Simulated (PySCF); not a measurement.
# Hartree-Fock beside MP2: AlBH4N cation

All numbers below are calculated, not measured. They come from PySCF 2.14.0, an open-source quantum chemistry program, on an isolated molecule that a program drew, which may never have been made. The molecule is AlBH4N cation (charge +1, singlet), drawn as the SMILES string `N[BH][AlH+]`.

The geometry was optimised and harmonic frequencies were computed with HF and MP2, all in the cc-pV(D+d)Z basis, for the commonest isotopes, with a restricted reference for singlets and an unrestricted one otherwise, and a frozen core in MP2. Each result is a local minimum of its method.

Geometry at the HF minimum:
```xyz
7
AlBH4N cation, angstrom
N    -2.1393    0.6045   -1.1516
B    -1.0188    0.9278   -1.8624
Al   -0.5656    2.9763   -2.4594
H    -2.3213   -0.3483   -0.8909
H    -2.8500    1.2326   -0.8358
H    -0.2083    0.1256   -2.2090
H    -0.1654    4.4054   -2.9252
```

Lengths of the bonds as drawn, in Å (atoms numbered as above):
| bond | HF | MP2 |
|---|---|---|
| N1-B2 | 1.366 | 1.380 |
| B2-Al3 | 2.181 | 2.149 |
| N1-H4 | 1.004 | 1.021 |
| N1-H5 | 1.000 | 1.016 |
| B2-H6 | 1.192 | 1.201 |
| Al3-H7 | 1.555 | 1.560 |

Rotational constants, in GHz:
| constant | HF | MP2 |
|---|---|---|
| A | 49.73 | 49.86 |
| B | 4.263 | 4.298 |
| C | 3.926 | 3.957 |

Harmonic frequencies in cm^-1, each column in rising order, so a row needn't be the same motion in every method:
| rank | HF | MP2 |
|---|---|---|
| 1 | 231 | 216 |
| 2 | 358 | 335 |
| 3 | 416 | 408 |
| 4 | 505 | 505 |
| 5 | 557 | 534 |
| 6 | 743 | ? |
| 7 | 939 | 878 |
| 8 | 951 | 920 |
| 9 | 1186 | 1115 |
| 10 | 1432 | 1382 |
| 11 | 1770 | 1640 |
| 12 | 2113 | 2068 |
| 13 | 2772 | 2707 |
| 14 | 3776 | 3579 |
| 15 | 3887 | 3700 |

**Estimate the missing MP2 frequency from the HF column.**

A single factor s that minimises the squared misfit of MP2 against s times HF over the other rows is sum(HF x MP2) / sum(HF^2) = 0.9558, with an rms misfit of 28 cm^-1. For rank 6 it gives 0.9558 x 743 = 710 cm^-1. The calculation gives 729 cm^-1, 19 cm^-1 above the estimate. The drawn bonds are on average 0.7 % longer in MP2 than in HF.
